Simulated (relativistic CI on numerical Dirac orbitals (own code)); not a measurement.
# W3+: 4d photoemission

Computed with this model: Dirac-Coulomb-Breit CI, KLI orbitals optimised for each configuration, QED by a radiative potential, valence Slater integrals scaled by 0.7, multiplet model of photoemission in the sudden approximation; configurations [Xe] 4f14 5d3 → [Kr] 4d9 4f14 5s2 5p6 5d3; 300 K; Lorentzian 3.5 eV and Gaussian 0.6 eV FWHM. Energies are those of the free ion, without screening or charge transfer. The energies are binding energies and can lie tens of eV above those of solids. S is read from ⟨S²⟩ = S(S + 1).

Field parameters in Wybourne normalisation: D4h B²₀ = −7Ds, B⁴₀ = 21(Dq − Dt), B⁴₄ = 21√(5/14) Dq. The field is a parameter set, without covalency.

free ion: ground-state S = 1.41, centroid 291.24 eV. Peaks (eV, height): 286.0 (100), 298.8 (63).

D4h, 10Dq = 26400, Ds = 2850, Dt = 440 cm⁻¹: ground-state S = 1.45, centroid 291.44 eV. Peaks (eV, height): 286.4 (100), 298.8 (66).

Strongest unbroadened transitions for D4h, 10Dq = 26400, Ds = 2850, Dt = 440 cm⁻¹:

| Energy (eV) | Relative strength |
| --- | --- |
| 286.05 | 32.9 |
| 286.06 | 32.3 |
| 286.07 | 28.7 |
| 286.08 | 54.0 |
| 286.09 | 73.9 |
| 286.11 | 40.7 |
| 286.21 | 54.9 |
| 286.27 | 47.1 |
| 286.33 | 33.5 |
| 286.35 | 28.2 |
| 286.37 | 57.2 |
| 286.56 | 31.6 |
| 298.66 | 34.6 |
| 298.68 | 100.0 |
| 298.71 | 36.6 |
| 298.95 | 37.0 |
| 299.09 | 41.0 |
| 299.14 | 62.8 |
